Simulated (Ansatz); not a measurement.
Consider the substitution at a C–C bond: `O=CC(F)(F)[SiH3]` + `C1N[SiH2]O1` → `O=CN1CO[SiH2]1` + `FC(F)[SiH3]`.

Calculated with Ansatz (gas phase, PBE0-D4/def2-TZVP geometries, no zero-point term in ΔE). CCSD(T)/CBS is the MP2 limit (def2-TZVPP, def2-QZVPP) plus CCSD(T) − MP2 in def2-TZVPP, frozen cores. DFT in def2-TZVPP. B3LYP here is the variant with VWN-RPA as its local correlation; programs differ in this. Each species was taken in one conformer, which may not be the lowest.

```
             level  ΔE (kcal/mol)
          B3LYP-D4          -19.4
SCS-MP2/def2-QZVPP          -17.5
```

Problem. What does CCSD(T)/CBS give? (An estimate is asked.)

Solution. The calculation gave: -16.7 kcal/mol. The listed levels differ from it by -2.7, -0.8 kcal/mol.

Largest T1 diagnostic among the species: 0.014.

In def2-TZVPP, CCSD(T) changes the Hartree–Fock value by +2.2 kcal/mol (the triples alone add −0.1 kcal/mol) and MP2 by +1.1 kcal/mol.
